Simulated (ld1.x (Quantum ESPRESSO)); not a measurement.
# Transferability test, ultrasoft potential for nickel

* Element: Ni
* Generator: ld1.x (Quantum ESPRESSO) 7.5
* Type: ultrasoft
* Functional: LDA (PZ)
* Relativity: fully relativistic
* Frozen core: [Ne]
* Valence charge: 18
* Reference configuration: 3s2 3p6 3d8 4s1 4p1
* Partial waves: 3s (bound): rcut 1.00, rcutus 1.25 bohr; 4s (bound): rcut 1.00, rcutus 1.25 bohr; 3p (bound): rcut 1.10, rcutus 1.50 bohr; 4p (bound): rcut 1.10, rcutus 1.50 bohr; 3d (bound): rcut 1.05, rcutus 1.20 bohr; 3d channel at 1.05 Ry: rcut 1.05, rcutus 1.20 bohr
* Local potential: all-electron potential smoothed inside 1.45 bohr (lloc = -1)
* Core correction: Bessel-smoothed model core inside 0.70 bohr
* Augmentation charge: PSQ, radius 0.95 bohr

Open shells are filled in proportion to 2j + 1 (rel_dist='average').

Energies are relative to the spin-unpolarised reference configuration 3s2 3p6 3d8 4s1 4p1; without spin polarisation the order of configurations can differ from experiment.

```json
{"valence configuration": "3s2 3p6 3d8 4s2 4p0", "charge": "0", "ΔE all-electron (eV)": "-4.679", "error AE − PS (meV)": "-19"}
{"valence configuration": "3s2 3p6 3d8 4s0 4p0", "charge": "+2", "ΔE all-electron (eV)": "22.581", "error AE − PS (meV)": "-2.4"}
{"valence configuration": "3s2 3p6 3d7 4s2 4p1", "charge": "0", "ΔE all-electron (eV)": "5.975", "error AE − PS (meV)": "-4.4"}
{"valence configuration": "3s2 3p6 3d8 4s0 4p1", "charge": "+1", "ΔE all-electron (eV)": "10.694", "error AE − PS (meV)": "-21"}
{"valence configuration": "3s1 3p6 3d8 4s2 4p0", "charge": "+1", "ΔE all-electron (eV)": "114.178", "error AE − PS (meV)": "-1.3"}
{"valence configuration": "3s2 3p6 3d6 4s0 4p0", "charge": "+4", "ΔE all-electron (eV)": "118.245", "error AE − PS (meV)": "+64"}
```

(1) What are ΔE and the potential's error for 3s2 3p6 3d8 4s1 4p0?

Levels in the configuration 3s2 3p6 3d8 4s1 4p0:

```tsv
level	all-electron (eV)	pseudo (eV)
3s j=1/2	-119.659	-119.635
3p j=1/2	-81.928	-81.921
3p j=3/2	-79.710	-79.701
3d j=3/2	-18.406	-18.414
3d j=5/2	-18.163	-18.170
4s j=1/2	-13.511	-13.498
```

## Answers

(1) ΔE = 4.922 eV all-electron; the error (AE − PS) is -3.7 meV.
